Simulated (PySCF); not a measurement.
Cluster of naphthalene and B3O3F3 (C10H8B3F3O3)

A complex built from naphthalene and B3O3F3; neutral, singlet.

```csv
part,name,SMILES,atoms,charge,multiplicity
1,naphthalene,c1ccc2ccccc2c1,1–18,0,1
2,B3O3F3,FB1OB(F)OB(F)O1,19–27,0,1
```

| atom | part | x (Å) | y (Å) | z (Å) |
| --- | --- | --- | --- | --- |
| C1 | 1 | 2.4142 | 0.7017 | -0.0005 |
| C2 | 1 | 2.4142 | -0.7021 | -0.0013 |
| C3 | 1 | 1.2346 | -1.3919 | 0.0007 |
| C4 | 1 | 0.0000 | -0.7096 | 0.0007 |
| C5 | 1 | -1.2347 | -1.3921 | 0.0006 |
| C6 | 1 | -2.4142 | -0.7022 | -0.0009 |
| C7 | 1 | -2.4143 | 0.7019 | -0.0003 |
| C8 | 1 | -1.2349 | 1.3921 | 0.0000 |
| C9 | 1 | 0.0001 | 0.7101 | 0.0001 |
| C10 | 1 | 1.2350 | 1.3921 | 0.0009 |
| H11 | 1 | 3.3563 | 1.2303 | -0.0004 |
| H12 | 1 | 3.3558 | -1.2316 | -0.0028 |
| H13 | 1 | 1.2290 | -2.4729 | 0.0021 |
| H14 | 1 | -1.2296 | -2.4732 | 0.0012 |
| H15 | 1 | -3.3563 | -1.2314 | -0.0035 |
| H16 | 1 | -3.3562 | 1.2314 | 0.0010 |
| H17 | 1 | -1.2306 | 2.4732 | -0.0003 |
| H18 | 1 | 1.2303 | 2.4733 | 0.0027 |
| F19 | 2 | 2.5137 | -0.8856 | 3.5998 |
| B20 | 2 | 1.2765 | -0.4496 | 3.6004 |
| O21 | 2 | 1.0359 | 0.8877 | 3.6002 |
| B22 | 2 | -0.2487 | 1.3302 | 3.5998 |
| F23 | 2 | -0.4902 | 2.6195 | 3.6000 |
| O24 | 2 | -1.2864 | 0.4531 | 3.5999 |
| B25 | 2 | -1.0277 | -0.8806 | 3.6001 |
| F26 | 2 | -2.0239 | -1.7340 | 3.6001 |
| O27 | 2 | 0.2508 | -1.3407 | 3.5998 |

The parts are rigid, face to face. Here part 2 stands at height 3.6 Å (along z), slip 0 Å (along x) and twist 0° (about its own z axis). The height is then varied.

Computed with PySCF: PBE0-D3(BJ)/def2-SVP interaction energy, counterpoise and uncorrected, gas phase. Density fitting is used. Geometry: GFN2-xTB.

Energies in kJ/mol, cluster less frozen parts; CP is counterpoise-corrected. Electrostatic, Pauli, orbital and dispersion terms sum to the uncorrected value; Pauli holds the exchange-correlation of the frozen density too, and orbital the superposition error (at most 22.7 kJ/mol here).

Q: The points computed are height (Å) = 3, 3.2, 3.4, 3.6, 3.8, 4, 4.5, 5.5. At which is the CP energy lowest, and how does the curve run?

A: At 3.4, with -33.1 kJ/mol.
```
height (Å)     CP  electrostatic  Pauli  orbital  dispersion
         3  -21.9          -38.2   62.0    -36.5       -31.9
       3.2  -31.6          -23.1   28.0    -26.7       -27.8
       3.4  -33.1          -15.5   12.0    -19.5       -23.8
       3.6  -30.9          -11.4    4.7    -14.0       -20.0
       3.8  -27.4           -9.0    1.4     -9.9       -16.6
         4  -23.6           -7.5    0.0     -7.1       -13.7
       4.5  -15.4           -5.3   -0.5     -3.3        -8.2
       5.5   -6.3           -2.9   -0.1     -0.6        -3.0
```

The 8 runs took 52 min in all, one thread each of Intel Xeon on a shared host, launched as `OMP_NUM_THREADS=1 python cluster_run.py task.json out`.
